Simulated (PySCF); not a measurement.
CCl2F (SMILES F[C](Cl)Cl), doublet (typed; the unrestricted solution is spin-contaminated), geometry from GFN2-xTB, with bond 1-2 at 1.6 times its length; B3LYP/STO-3G (PySCF).

The PySCF input:
```python
from pyscf import gto, scf, dft

mol = gto.Mole()
mol.atom = '''
    F    -0.05928610    2.38215013   -0.29867704
    C    -0.01635213    0.31964443    0.30494405
    Cl    1.47801092   -0.44134869    0.00095220
    Cl   -1.44937648   -0.52313725   -0.07029291
'''
mol.basis = 'sto-3g'
mol.spin = 1
mol.verbose = 4
mol.build()

mf = dft.UKS(mol)
mf.xc = 'b3lyp'
mf.init_guess = 'atom'
mf.kernel()
```

What the program printed (banner, timings and long lists left out):

```
PySCF version 2.14.0

[INPUT] verbose = 4
[INPUT] num. atoms = 4
[INPUT] num. electrons = 49
[INPUT] charge = 0
[INPUT] spin (= nelec alpha-beta = 2S) = 1
[INPUT] symmetry False subgroup None
[INPUT] Mole.unit = angstrom
[INPUT] Symbol           X                Y                Z      unit          X                Y                Z       unit  Magmom
[...]
nuclear repulsion = 178.992502948714
number of shells = 16
number of NR pGTOs = 84
number of NR cGTOs = 28
basis = sto-3g
ecp = {}

******** <class 'pyscf.dft.uks.UKS'> ********
method = UKS
initial guess = atom
damping factor = 0
level_shift factor = 0
DIIS = <class 'pyscf.scf.diis.CDIIS'>
diis_start_cycle = 1
diis_space = 8
diis_damp = 0
SCF conv_tol = 1e-09
SCF conv_tol_grad = None
SCF max_cycles = 50
direct_scf = True
direct_scf_tol = 1e-13
number electrons alpha = 25  beta = 24
XC library pyscf.dft.libxc version 7.1.2
    S. Lehtola, C. Steigemann, M. J. T. Oliveira, and M. A. L. Marques,  SoftwareX 7, 1–5 (2018)
XC functionals = b3lyp
    P. J. Stephens, F. J. Devlin, C. F. Chabalowski, and M. J. Frisch,  J. Phys. Chem. 98, 11623 (1994)
radial grids:
    Treutler-Ahlrichs [JCP 102, 346 (1995); DOI:10.1063/1.469408] (M4) radial grids

becke partition: Becke, JCP 88, 2547 (1988); DOI:10.1063/1.454033
pruning grids: <function nwchem_prune>
grids dens level: 3
symmetrized grids: False
atomic radii adjust function: <function treutler_atomic_radii_adjust>
small_rho_cutoff = 0
Set gradient conv threshold to 3.16228e-05
Spherically averaged atomic HF for {'C', 'F', 'Cl'}

******** <class 'pyscf.scf.atom_hf.AtomSphAverageRHF'> ********
method = AtomSphAverageRHF
initial guess = minao
damping factor = 0
level_shift factor = 0
DIIS = <class 'pyscf.scf.diis.CDIIS'>
diis_start_cycle = 1
diis_space = 8
diis_damp = 0
SCF conv_tol = 1e-09
SCF conv_tol_grad = None
SCF max_cycles = 50
direct_scf = True
direct_scf_tol = 1e-13
atom = F
Set gradient conv threshold to 3.16228e-05
Initial guess from minao.
init E= -97.5048923082741
cycle= 1 E= -97.6156829230138  delta_E= -0.111  |g|=    0  |ddm|= 0.104
cycle= 2 E= -97.6156829230138  delta_E= 2.84e-14  |g|=    0  |ddm|= 9.42e-16
Extra cycle  E= -97.6156829230138  delta_E=    0  |g|=    0  |ddm|=    0
Atomic HF for atom  F  converged. SCF energy = -97.6156829230138

******** <class 'pyscf.scf.atom_hf.AtomSphAverageRHF'> ********
method = AtomSphAverageRHF
initial guess = minao
damping factor = 0
level_shift factor = 0
DIIS = <class 'pyscf.scf.diis.CDIIS'>
diis_start_cycle = 1
diis_space = 8
diis_damp = 0
SCF conv_tol = 1e-09
SCF conv_tol_grad = None
SCF max_cycles = 50
direct_scf = True
direct_scf_tol = 1e-13
atom = C
Set gradient conv threshold to 3.16228e-05
Initial guess from minao.
init E= -36.7517431777338
cycle= 1 E= -36.7619269638614  delta_E= -0.0102  |g|=    0  |ddm|= 0.0245
cycle= 2 E= -36.7619269638615  delta_E= -2.13e-14  |g|=    0  |ddm|= 1.91e-15
Extra cycle  E= -36.7619269638615  delta_E=    0  |g|=    0  |ddm|=    0
Atomic HF for atom  C  converged. SCF energy = -36.7619269638615

******** <class 'pyscf.scf.atom_hf.AtomSphAverageRHF'> ********
method = AtomSphAverageRHF
initial guess = minao
damping factor = 0
level_shift factor = 0
DIIS = <class 'pyscf.scf.diis.CDIIS'>
diis_start_cycle = 1
diis_space = 8
diis_damp = 0
SCF conv_tol = 1e-09
SCF conv_tol_grad = None
SCF max_cycles = 50
direct_scf = True
direct_scf_tol = 1e-13
atom = Cl
Set gradient conv threshold to 3.16228e-05
Initial guess from minao.
init E= -453.935536967886
cycle= 1 E= -454.330516972554  delta_E= -0.395  |g|=    0  |ddm|= 0.0894
cycle= 2 E= -454.33052218714  delta_E= -5.21e-06  |g|=    0  |ddm|= 0.000733
cycle= 3 E= -454.330522187455  delta_E= -3.15e-10  |g|=    0  |ddm|= 5.74e-06
Extra cycle  E= -454.330522187455  delta_E= 1.71e-13  |g|=    0  |ddm|= 1.05e-10
Atomic HF for atom  Cl  converged. SCF energy = -454.330522187455

tot grids = 66144
init E= -1046.1848684432

cycle= 1 E= -1045.85700638136  delta_E= 0.328  |g|= 0.484  |ddm|= 2.04
cycle= 2 E= -1033.99053273986  delta_E= 11.9  |g|= 1.24  |ddm|=  5.4
cycle= 3 E= -1045.69181436363  delta_E= -11.7  |g|= 0.25  |ddm|= 5.55

cycle= 4 E= -1044.23734214191  delta_E= 1.45  |g|= 1.38  |ddm|= 3.02
cycle= 5 E= -1038.80021398679  delta_E= 5.44  |g|= 2.38  |ddm|=  3.3
cycle= 6 E= -1040.56102627913  delta_E= -1.76  |g|= 2.39  |ddm|= 1.02
cycle= 7 E= -1040.34771705776  delta_E= 0.213  |g|= 2.38  |ddm|= 0.143
cycle= 8 E= -1040.99636741821  delta_E= -0.649  |g|=  2.4  |ddm|= 0.466
cycle= 9 E= -1037.16770591494  delta_E= 3.83  |g|= 2.76  |ddm|= 1.89
cycle= 10 E= -1038.83582358745  delta_E= -1.67  |g|= 2.07  |ddm|= 1.08
cycle= 11 E= -1038.56447026439  delta_E= 0.271  |g|= 2.08  |ddm|= 0.165
cycle= 12 E= -1045.21614894207  delta_E= -6.65  |g|= 0.678  |ddm|= 4.87
cycle= 13 E= -1045.64602030339  delta_E= -0.43  |g|= 0.216  |ddm|=  1.2
cycle= 14 E= -1038.24192027534  delta_E=  7.4  |g|= 2.18  |ddm|= 4.99
cycle= 15 E= -1035.92438078067  delta_E= 2.32  |g|= 2.59  |ddm|= 1.32
cycle= 16 E= -1034.73303613348  delta_E= 1.19  |g|= 1.95  |ddm|= 0.696
cycle= 17 E= -1036.98464138488  delta_E= -2.25  |g|= 2.64  |ddm|= 1.25
cycle= 18 E= -1038.5886695263  delta_E= -1.6  |g|= 2.05  |ddm|= 0.966
cycle= 19 E= -1039.31397983679  delta_E= -0.725  |g|= 1.91  |ddm|= 0.511
cycle= 20 E= -1042.20870547305  delta_E= -2.89  |g|= 2.29  |ddm|= 1.87
cycle= 21 E= -1038.83487211618  delta_E= 3.37  |g|=  1.8  |ddm|= 2.07
cycle= 22 E= -1045.09313842092  delta_E= -6.26  |g|= 0.731  |ddm|= 4.85
cycle= 23 E= -1045.60031980414  delta_E= -0.507  |g|=  0.3  |ddm|= 1.04
cycle= 24 E= -1035.90652072239  delta_E= 9.69  |g|= 2.56  |ddm|= 5.31

cycle= 25 E= -1034.52703987661  delta_E= 1.38  |g|= 1.74  |ddm|= 0.848
cycle= 26 E= -1035.92516423892  delta_E= -1.4  |g|= 2.59  |ddm|= 0.814
cycle= 27 E= -1037.46643871969  delta_E= -1.54  |g|= 2.51  |ddm|= 0.884
cycle= 28 E= -1039.84983282651  delta_E= -2.38  |g|= 2.11  |ddm|= 1.37
cycle= 29 E= -1039.6070915648  delta_E= 0.243  |g|= 2.01  |ddm|= 0.174
cycle= 30 E= -1039.46572324941  delta_E= 0.141  |g|= 1.95  |ddm|= 0.0968
cycle= 31 E= -1045.89747776917  delta_E= -6.43  |g|= 0.329  |ddm|= 4.64
cycle= 32 E= -1045.87242861771  delta_E= 0.025  |g|= 0.381  |ddm|= 0.211
cycle= 33 E= -1045.97994007481  delta_E= -0.108  |g|= 0.343  |ddm|= 0.286
cycle= 34 E= -1045.74958384624  delta_E= 0.23  |g|= 0.37  |ddm|= 0.594
cycle= 35 E= -1046.10075392645  delta_E= -0.351  |g|= 0.206  |ddm|= 1.01
cycle= 36 E= -1046.12463823047  delta_E= -0.0239  |g|= 0.156  |ddm|= 0.296
cycle= 37 E= -1046.15158439675  delta_E= -0.0269  |g|= 0.0508  |ddm|= 0.399
cycle= 38 E= -1046.15502695953  delta_E= -0.00344  |g|= 0.0176  |ddm|= 0.146
cycle= 39 E= -1046.15593296707  delta_E= -0.000906  |g|= 0.00878  |ddm|= 0.0898
cycle= 40 E= -1046.15624378902  delta_E= -0.000311  |g|= 0.00524  |ddm|= 0.0712
cycle= 41 E= -1046.15632151782  delta_E= -7.77e-05  |g|= 0.00242  |ddm|= 0.0276
cycle= 42 E= -1046.15636017712  delta_E= -3.87e-05  |g|= 0.00373  |ddm|= 0.0326
cycle= 43 E= -1046.15640043791  delta_E= -4.03e-05  |g|= 0.000889  |ddm|= 0.0211
cycle= 44 E= -1046.15641842808  delta_E= -1.8e-05  |g|= 0.000651  |ddm|= 0.0215
cycle= 45 E= -1046.15642716091  delta_E= -8.73e-06  |g|= 0.000264  |ddm|= 0.0215
cycle= 46 E= -1046.1564282084  delta_E= -1.05e-06  |g|= 5.69e-05  |ddm|= 0.00723
cycle= 47 E= -1046.15642826964  delta_E= -6.12e-08  |g|= 1.57e-05  |ddm|= 0.00221
cycle= 48 E= -1046.15642827019  delta_E= -5.5e-10  |g|= 4.92e-06  |ddm|= 0.000112
Extra cycle  E= -1046.1564282702  delta_E= -5e-12  |g|= 6.13e-06  |ddm|= 3.02e-05
converged SCF energy = -1046.1564282702  <S^2> = 0.98579416  2S+1 = 2.2233256
```
